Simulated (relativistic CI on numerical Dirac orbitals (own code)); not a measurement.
## Os LXII: q coefficients and field-shift factors

Method of calculation: Dirac-Coulomb-Breit CI, KLI orbitals optimised for each configuration, derivatives by finite differences, unscaled Slater integrals, QED left out (own radial code, finite nucleus).

Configurations in the expansion (outside the closed core [Ne]): 3s²3p³, 3s²3p²3d, 3s3p⁴, 3s²3p3d², 3p⁵, 3s3p³3d, 3p³3d², 3s3p²3d². Levels of other configurations are missing.

With x = (α/α₀)² − 1 an excitation energy changes as ω = ω₀ + qx; K = 2q/ω₀ is the relative enhancement. Terms are leading LS components, so labels can repeat. The field-shift factor is F = δν/δ⟨r²⟩ for the transition from the lowest level.

Lowest level 3s²3p³ ²P°3/2.

```csv
Level,ω₀ (cm⁻¹),q (cm⁻¹),F (GHz/fm²)
3s²3p²3d ²D3/2,1944165,113000,29.4
3s²3p²3d ²D5/2,2799106,903800,19.4
3s²3p³ ⁴S°3/2,3137936,4.024e+06,-640
3s²3p³ ²D°5/2,3237747,4.018e+06,-646
3s²3p³ ²P°1/2,3367300,4.03e+06,-642
3s3p⁴ ⁴P5/2,4651380,4.388e+06,-8880
3s3p⁴ ²P3/2,4898764,4.311e+06,-6100
3s3p⁴ ²S1/2,4916076,4.39e+06,-8090
3s²3p²3d ⁴F5/2,5051301,4.121e+06,-635
3s²3p²3d ⁴D1/2,5077731,4.134e+06,-688
3s²3p²3d ⁴F3/2,5086285,4.161e+06,-1550
3s²3p²3d ²G7/2,5156471,4.118e+06,-594
3s²3p²3d ²D5/2,5414189,4.171e+06,-948
```

At this charge energies of transitions that change n are usually good to better than 1 %, and those within a shell (Δn = 0) to a few per cent.

(1) Which transition from the lowest level has the largest |K|?

Results:

(1) 3s²3p³ ⁴S°3/2 at 3137936 cm⁻¹, K = 2.56.
